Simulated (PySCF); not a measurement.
C2H6F2OSi, SMILES OC[Si@H](F)CF.

Geometry: PBE-D3(BJ)/def2-SVP. The structure was generated by enumeration; whether it is a known compound was not checked. Other conformers were not sampled.

Method: PySCF with PBE-D3(BJ)/def2-SVP.

Frequencies are harmonic and unscaled.

```csv
mode,ν (cm⁻¹),IR (km/mol),moving atoms (share of kinetic energy)
1,70,2.6,"F 40 %, O 34 %, H 12 %, Si 9 %"
2,80,8.9,"F 34 %, H 27 %, C 25 %"
3,121,0.3,"H 32 %, C 31 %, F 17 %, O 13 %"
4,143,10.9,"F 47 %, O 25 %, Si 11 %, C 9 %"
5,216,12.3,"H 41 %, F 25 %, Si 22 %, C 10 %"
6,284,32.1,"F 56 %, C 16 %, H 14 %, Si 9 %"
7,312,30.2,"H 48 %, C 20 %, O 17 %, Si 13 %"
8,336,77.3,"H 46 %, F 17 %, O 14 %, Si 13 %, C 11 %"
9,594,13.7,"H 48 %, C 38 %, Si 9 %"
10,659,23.5,"H 67 %, C 26 %"
11,717,31.7,"C 41 %, Si 36 %, H 21 %"
12,745,29.0,"H 58 %, C 23 %, Si 15 %"
13,811,2.2,"H 57 %, F 27 %, C 9 %"
14,846,119.1,"H 68 %, C 15 %, Si 13 %"
15,901,163.6,"Si 40 %, H 30 %, F 24 %"
16,1017,59.6,"C 51 %, F 42 %"
17,1041,83.3,"O 45 %, C 40 %, H 14 %"
18,1126,28.8,H 92 %
19,1184,4.3,H 91 %
20,1244,1.9,"H 74 %, C 24 %"
21,1255,0.0,"H 74 %, C 25 %"
22,1336,36.1,"H 82 %, C 10 %"
23,1393,4.7,H 94 %
24,1404,6.4,H 94 %
25,2167,124.0,H 97 %
26,2890,30.9,H 94 %
27,2953,18.5,H 95 %
28,3006,7.7,"H 92 %, C 8 %"
29,3012,16.1,"H 90 %, C 10 %"
30,3699,24.2,H 94 %
```
